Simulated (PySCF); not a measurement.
SiCl3I, SMILES [Si](Cl)(Cl)(I)Cl. Geometry: PBE-D3(BJ)/def2-SVP. The def2 effective core potentials stand for the cores of I; spin–orbit coupling is left out.

Level of theory: PySCF with PBE-D3(BJ)/def2-SVP.

Harmonic wavenumbers (cm⁻¹): 111, 111, 157, 185, 185, 319, 513, 602, 602. Rotational constants (GHz): 1.271, 0.6343, 0.6343; symmetry number 3.

Problem. Work out the zero-point energy and the ideal-gas rigid-rotor harmonic-oscillator thermochemistry at 298.15 K and 1 atm.

Solution. ZPE = ½ Σ hcν = ½ × 2784 cm⁻¹ = 3.98 kcal/mol. H − E(el) = 8.96 kcal/mol. Entropy in cal/(mol K): translation 42.58, rotation 28.64, vibration 16.47, total 87.69. G − E(el) = -17.19 kcal/mol. Cp = 22.36 cal/(mol K). Modes under 150 cm⁻¹ make the vibrational entropy uncertain.
